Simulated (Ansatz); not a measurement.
Born–Oppenheimer molecular dynamics of BFH$_{6}$O$_{3}$ (11 atoms, charge 0, multiplicity 1). It starts from a rough guess of a transition structure, not a stationary point.

Level of theory: UKS PBE-D4/6-31G (Ansatz 0.2.0).

```
ensemble                      : NVE (velocity Verlet)
time step                     : 0.5 fs
steps asked                   : 150
starting velocities drawn for : 600 K
seed                          : 871742
```

Frames 2.5 fs apart, positions in Å, forces in eV/Å.

Velocities at 20.0 fs (Å/ps):

```
B -9.67 -18.40 16.11
H 17.87 11.81 11.82
O 0.84 8.17 -4.59
O 1.72 3.56 3.04
H -48.12 3.50 26.75
F -0.41 -2.65 -4.11
H -7.23 -63.63 -33.99
O 5.37 4.17 -2.15
H 4.41 -3.66 11.30
H 37.94 19.19 -42.36
H -19.32 27.78 -10.11
```

```xyz
11
Properties=species:S:1:pos:R:3:forces:R:3 time_fs=20.0 energy_less_start_eV=-0.580 T=1095
B -0.238 -0.848 0.021 -0.55 -3.71 -2.34
H 0.750 0.044 -1.272 0.17 -0.76 -0.83
O 0.716 -1.933 -0.138 -2.60 0.84 -1.10
O -1.543 -0.787 -0.540 2.21 1.93 1.82
H 0.001 1.639 1.056 1.00 0.86 -1.40
F -0.122 -0.133 1.108 0.47 2.14 3.52
H 0.712 0.686 -0.909 0.14 1.12 0.37
O 0.564 2.101 0.324 -0.16 -0.79 1.72
H 1.514 -1.858 0.385 0.99 0.15 0.73
H -1.777 -1.530 -1.038 -0.93 -2.50 -2.01
H -0.004 2.666 -0.209 -0.74 0.74 -0.47
11
Properties=species:S:1:pos:R:3:forces:R:3 time_fs=22.5 energy_less_start_eV=-0.594 T=1107
B -0.264 -0.904 0.054 -0.29 -2.56 -1.91
H 0.807 0.000 -1.298 0.45 -1.42 -1.29
O 0.715 -1.912 -0.151 -0.43 0.08 0.14
O -1.535 -0.776 -0.530 0.68 -1.82 -1.02
H -0.075 1.681 1.066 1.84 1.06 -2.04
F -0.122 -0.136 1.104 0.43 2.00 3.51
H 0.692 0.613 -0.956 -0.05 1.97 0.67
O 0.575 2.111 0.322 -2.91 0.71 0.88
H 1.537 -1.863 0.424 -0.89 0.08 -0.51
H -1.702 -1.530 -1.187 -0.02 0.97 0.56
H -0.053 2.736 -0.230 1.18 -1.06 1.00
11
Properties=species:S:1:pos:R:3:forces:R:3 time_fs=25.0 energy_less_start_eV=-0.584 T=1102
B -0.291 -0.973 0.078 -0.09 -0.25 -0.49
H 0.883 -0.114 -1.391 -0.50 2.60 0.88
O 0.711 -1.890 -0.163 0.29 -1.04 0.28
O -1.525 -0.771 -0.524 -0.01 -3.05 -2.68
H -0.054 1.778 0.971 -0.18 -0.91 0.95
F -0.121 -0.133 1.110 0.22 1.05 2.40
H 0.676 0.642 -0.970 0.94 -1.86 -1.47
O 0.577 2.123 0.322 -0.91 1.92 -1.45
H 1.516 -1.863 0.438 -0.94 0.09 -0.65
H -1.635 -1.490 -1.314 -0.01 1.99 1.94
H -0.040 2.753 -0.201 1.19 -0.54 0.28
11
Properties=species:S:1:pos:R:3:forces:R:3 time_fs=27.5 energy_less_start_eV=-0.766 T=1256
B -0.319 -1.044 0.099 -0.26 2.13 1.03
H 0.936 -0.096 -1.445 -0.31 1.53 0.34
O 0.708 -1.872 -0.176 -0.89 -1.73 -1.10
O -1.514 -0.777 -0.526 0.19 -1.47 -1.04
H -0.047 1.821 0.931 -1.43 -1.89 2.44
F -0.120 -0.127 1.124 -0.05 -0.25 1.20
H 0.711 0.581 -1.060 0.70 -0.87 -0.91
O 0.575 2.142 0.318 2.21 0.49 -0.91
H 1.451 -1.859 0.422 1.06 0.04 0.71
H -1.570 -1.343 -1.340 -0.55 0.23 -0.01
H 0.034 2.749 -0.163 -0.66 1.79 -1.73
11
Properties=species:S:1:pos:R:3:forces:R:3 time_fs=30.0 energy_less_start_eV=-0.600 T=1119
B -0.348 -1.103 0.125 -0.28 3.58 1.51
H 0.984 -0.024 -1.500 1.60 -3.68 -2.62
O 0.702 -1.860 -0.191 0.10 -2.05 -0.66
O -1.502 -0.788 -0.532 0.11 -0.01 1.57
H -0.099 1.772 1.005 1.52 0.55 -1.55
F -0.118 -0.121 1.142 -0.31 -1.22 0.59
H 0.772 0.506 -1.182 -1.32 4.16 2.14
O 0.580 2.163 0.311 -1.21 -0.51 1.58
H 1.435 -1.851 0.438 0.65 0.02 0.27
H -1.537 -1.184 -1.377 -0.68 -1.16 -2.61
H 0.083 2.829 -0.208 -0.18 0.32 -0.23
11
Properties=species:S:1:pos:R:3:forces:R:3 time_fs=32.5 energy_less_start_eV=-0.563 T=1084
B -0.379 -1.143 0.160 0.47 3.70 0.86
H 1.090 -0.079 -1.655 -0.71 1.75 0.79
O 0.697 -1.856 -0.209 1.47 -1.91 0.90
O -1.491 -0.800 -0.534 -0.90 -1.06 -2.36
H -0.077 1.744 1.005 1.21 1.06 -1.93
F -0.117 -0.120 1.162 -0.52 -1.60 0.42
H 0.793 0.588 -1.231 0.90 -1.31 -1.08
O 0.581 2.182 0.309 -1.67 0.83 0.08
H 1.454 -1.842 0.466 -0.83 0.02 -1.04
H -1.539 -1.077 -1.523 -0.01 0.22 1.80
H 0.120 2.928 -0.267 0.57 -1.71 1.56
11
Properties=species:S:1:pos:R:3:forces:R:3 time_fs=35.0 energy_less_start_eV=-0.530 T=1055
B -0.406 -1.163 0.198 1.43 3.31 -0.27
H 1.165 -0.055 -1.779 -0.87 1.94 1.08
O 0.696 -1.859 -0.224 0.08 -1.28 0.87
O -1.482 -0.816 -0.544 -1.31 -0.62 -2.81
H 0.003 1.768 0.908 -1.74 -0.94 1.14
F -0.118 -0.123 1.183 -0.65 -1.73 0.33
H 0.856 0.617 -1.331 0.99 -1.62 -1.24
O 0.577 2.205 0.307 1.95 1.79 -2.18
H 1.433 -1.832 0.442 -0.09 -0.03 -0.49
H -1.544 -0.965 -1.583 0.33 -0.06 2.78
H 0.185 2.938 -0.245 -0.13 -0.75 0.80
11
Properties=species:S:1:pos:R:3:forces:R:3 time_fs=37.5 energy_less_start_eV=-0.438 T=977
B -0.426 -1.164 0.235 1.81 2.81 -1.63
H 1.198 0.064 -1.853 1.42 -3.17 -2.40
O 0.695 -1.867 -0.236 -2.13 -0.63 0.18
O -1.478 -0.834 -0.563 -0.60 -0.20 2.23
H -0.002 1.745 0.861 -1.29 -0.79 0.78
F -0.121 -0.132 1.206 -0.71 -1.65 0.38
H 0.970 0.570 -1.490 -1.35 3.34 2.27
O 0.580 2.233 0.298 3.23 -1.92 0.88
H 1.413 -1.823 0.393 1.42 -0.03 0.75
H -1.532 -0.859 -1.503 0.07 -0.56 -1.64
H 0.234 2.922 -0.189 -1.87 2.78 -1.80
11
Properties=species:S:1:pos:R:3:forces:R:3 time_fs=40.0 energy_less_start_eV=-0.671 T=1171
B -0.436 -1.149 0.264 2.09 1.90 -2.75
H 1.282 0.064 -2.020 -0.34 0.74 0.50
O 0.687 -1.877 -0.247 -1.18 -0.08 1.55
O -1.477 -0.853 -0.575 -0.50 -0.28 3.14
H -0.078 1.685 0.855 1.15 1.49 -1.49
F -0.127 -0.145 1.229 -0.69 -1.24 0.60
H 1.035 0.652 -1.563 0.37 -0.59 -0.53
O 0.593 2.255 0.291 -0.78 -0.79 0.73
H 1.460 -1.817 0.374 -0.01 -0.10 -0.32
H -1.514 -0.780 -1.506 0.18 -0.37 -2.03
H 0.195 3.024 -0.205 -0.29 -0.69 0.60
11
Properties=species:S:1:pos:R:3:forces:R:3 time_fs=42.5 energy_less_start_eV=-0.370 T=921
B -0.435 -1.125 0.277 2.38 0.89 -3.25
H 1.363 0.074 -2.183 -0.90 2.23 1.78
O 0.675 -1.887 -0.252 -0.20 0.33 2.22
O -1.478 -0.873 -0.576 -0.95 0.48 -1.40
H -0.098 1.700 0.773 0.93 1.03 -0.86
F -0.134 -0.163 1.254 -0.61 -0.77 0.77
H 1.107 0.734 -1.643 0.89 -2.09 -1.74
O 0.604 2.275 0.287 -1.76 1.20 -0.68
H 1.509 -1.816 0.340 -1.13 -0.15 -0.90
H -1.485 -0.729 -1.605 0.45 -0.87 2.66
H 0.133 3.100 -0.198 0.90 -2.28 1.40
11
Properties=species:S:1:pos:R:3:forces:R:3 time_fs=45.0 energy_less_start_eV=-0.884 T=1352
B -0.420 -1.095 0.272 2.05 0.15 -3.15
H 1.398 0.195 -2.258 0.42 -1.33 -1.17
O 0.662 -1.897 -0.249 -1.25 0.54 1.22
O -1.482 -0.891 -0.581 -0.60 0.56 -0.29
H -0.074 1.763 0.649 -1.32 -1.72 1.18
F -0.144 -0.183 1.282 -0.52 -0.47 0.72
H 1.223 0.712 -1.808 -0.43 1.40 1.20
O 0.610 2.299 0.280 0.98 1.52 -1.11
H 1.502 -1.824 0.260 0.04 -0.07 0.03
H -1.432 -0.726 -1.574 0.24 -0.73 1.51
H 0.118 3.059 -0.118 0.39 0.15 -0.12
11
Properties=species:S:1:pos:R:3:forces:R:3 time_fs=47.5 energy_less_start_eV=-0.872 T=1346
B -0.394 -1.064 0.250 1.28 -0.29 -2.25
H 1.452 0.246 -2.397 0.17 -0.73 -0.68
O 0.643 -1.904 -0.241 -1.98 0.56 0.26
O -1.488 -0.907 -0.586 -0.51 0.00 4.57
H -0.105 1.745 0.578 0.20 -1.00 0.62
F -0.155 -0.205 1.312 -0.44 -0.36 0.39
H 1.319 0.765 -1.908 -0.19 0.79 0.74
O 0.618 2.327 0.271 1.01 -2.25 0.83
H 1.500 -1.836 0.181 1.18 0.02 0.68
H -1.361 -0.762 -1.480 0.46 0.08 -3.67
H 0.116 3.037 -0.049 -1.17 3.19 -1.49
```

Of the whole run (75 fs, mean temperature of the second half 1177 K): The conserved energy stayed within 0.87 meV per atom of its start (net change -0.063 meV per atom), so the integration is sound. The system heated up, since it started high on the potential surface and ran downhill. A run of 0.075 ps of so small a system gives no equilibrium averages. The orbitals stay closed-shell, which can raise the energy where a bond breaks towards radicals; this wasn't checked here. Limits of this set-up: no polarisation functions.

The run took 4.9 min on 1 CPU thread of a shared host.
